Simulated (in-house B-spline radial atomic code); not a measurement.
## Excitations of the nitrogen ion N⁵⁺ by several methods

Full response, energies in eV; labels give the largest channel, * marks a mixed state, a dash one above the method's threshold, and an imaginary frequency an unstable closed-shell reference. Computed with an all-electron radial atomic-structure program (B-spline basis): linear response of the closed shell 1s2 with each method's own kernel (bare exchange for TDHF, static screening on G0W0 levels for BSE, the adiabatic kernel for functionals); scalar-relativistic (spin-free one-electron X2C), finite nucleus, no spin-orbit coupling, no double excitations, S, P, D and F terms only.

| method | 1s → 2s 3S | 1s → 2p 3P | 1s → 2s 1S | α (bohr³) |
| --- | --- | --- | --- | --- |
| TDHF | 419.64 | 426.38 | 426.98 | 0.004635 |
| BSE on G0W0@HF | 419.63 | 426.12 | 426.83 | 0.004624 |
| LDA VWN5 | 402.71 | 410.14 | 408.29 | 0.004859 |
| PBE | 404.63 | 412.09 | 410.79 | 0.004783 |
| PBE0 | ? | ? | ? | ? |
| B3LYP (VWN-RPA) | ? | ? | ? | ? |
| CAM-B3LYP | 402.94 | 410.84 | 411.90 | 0.004749 |
| LC-wPBE | 403.18 | 411.04 | 409.12 | 0.004785 |
| wB97X | 408.51 | 416.78 | 415.06 | 0.004707 |
| HSE06 | 408.81 | 416.03 | 415.23 | 0.004743 |
| BHandHLYP | 406.82 | 414.47 | 417.10 | 0.004704 |
| BLYP | 399.22 | 407.14 | 408.75 | 0.004776 |
| PBEsol | 403.34 | 410.84 | 409.40 | 0.004813 |
| BP86 | 405.72 | 413.33 | 411.50 | 0.004763 |
| LDA exchange-only | 400.43 | 407.94 | 406.59 | 0.004875 |
| B97-1 | 408.10 | 415.92 | 414.93 | 0.00474 |
| RPBE | 404.67 | 412.19 | 410.83 | 0.004774 |
| OLYP | 398.14 | 406.47 | 407.76 | 0.004774 |

(1) What does PBE0 give?

(2) What does B3LYP (VWN-RPA) give?

Answers

(1) 1s → 2s 3S: 408.71; 1s → 2p 3P: 415.96; 1s → 2s 1S: 415.12; α: 0.004744 (eV, bohr³).

(2) 1s → 2s 3S: 403.44; 1s → 2p 3P: 411.15; 1s → 2s 1S: 412.49; α: 0.004752 (eV, bohr³).
